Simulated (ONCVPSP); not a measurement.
## What the settings do to the ONCV potential of V (Z = 23)

Base potential:

- Element: vanadium
- Generator: ONCVPSP 4.0.1
- Type: optimised norm-conserving Vanderbilt (ONCV)
- Functional: PBE
- Relativity: scalar-relativistic
- Frozen core: [Ne]
- Valence charge: 13
- Reference configuration: 3s2 3p6 3d3 (charge +2)
- Partial waves: 3s: rc 1.15 bohr, ncon 4, nbas 7, qcut 8.9 1/bohr, 2 projectors, debl 1.3 Ha; 3p: rc 1.45 bohr, ncon 4, nbas 7, qcut 9.1 1/bohr, 1 projector; 3d: rc 1.30 bohr, ncon 4, nbas 9, qcut 11.6 1/bohr, 2 projectors, debl 0.3 Ha
- Local potential: polynomial inside 1.15 bohr (lpopt 5, dvloc0 0 Ha)
- Core correction: Teter function fitted to the true core (icmod 2), fcfact 0.25

In the s channel the program set the typed energies aside and used -3.189, 0.250 Ha. In the d channel the program set the typed energies aside and used -0.783, 0.250 Ha.

All-electron outer shells of the reference configuration (PBE, scalar-relativistic, ld1.x):

```
shell  level (eV)  outermost node (bohr)  outermost maximum (bohr)
   3s      -86.78                   0.38                      0.82
   3p      -60.58                   0.35                      0.84
   3d      -21.32                      –                      0.88
```

Cutoffs, loose and tight: the cutoffs (Ha) at which the residual kinetic energy of the hardest occupied pseudo-wave falls to 1 and 0.1 mHa per electron. They do not see the model core or the augmentation charge, which bear on the density cutoff. Test errors are all-electron minus pseudo excitation energies from the reference, over the configurations 3s2 3p6 3d3 4s2; 3s2 3p6 3d3 4s1; 3s2 3p6 3d2; 3s2 3p6 3d3 4p2. A dash means not determined; rows that change the core or the reference have their own tests.

```csv
change,outcome,"cutoff, loose","cutoff, tight",bound ghosts,GHOST(+) flags above zero,largest test error (meV)
base,"generated, projector energies reset by the program",51 Ha,58 Ha,none,none,+21
p: rc 1.18,"generated, projector energies reset by the program",51 Ha,58 Ha,none,none,+18
p: rc 1.4,"generated, projector energies reset by the program",51 Ha,58 Ha,none,none,+20
p: rc 1.54,"generated, projector energies reset by the program",51 Ha,58 Ha,none,none,+22
p: rc 1.72,"generated, projector energies reset by the program",51 Ha,58 Ha,none,none,+20
p: rc 1.88,"generated, projector energies reset by the program",51 Ha,58 Ha,none,none,+17
```

(1) What comes out with this change to the base: p: rc 2.04?

(2) What comes out with this change to the base: p: rc 1.04; local potential polynomial inside 1.04 bohr (lpopt 5, dvloc0 0 Ha)?

## Answers

(1) outcome: generated, projector energies reset by the program; cutoff, loose: 51 Ha; cutoff, tight: 58 Ha; bound ghosts: none; GHOST(+) flags above zero: none; largest test error (meV): -21.

(2) outcome: generated, projector energies reset by the program; cutoff, loose: 51 Ha; cutoff, tight: 74 Ha; bound ghosts: none; GHOST(+) flags above zero: s; largest test error (meV): +19.

Reading the sweep of the p radius (base included, trends over the rows without a ghost): The loose cutoff stays near 51 Ha. The median size of the test errors (rows with all tests solved) is not monotonic: lowest 2.4 meV at 1.88 bohr, highest 11.5 meV at 1.54 bohr.
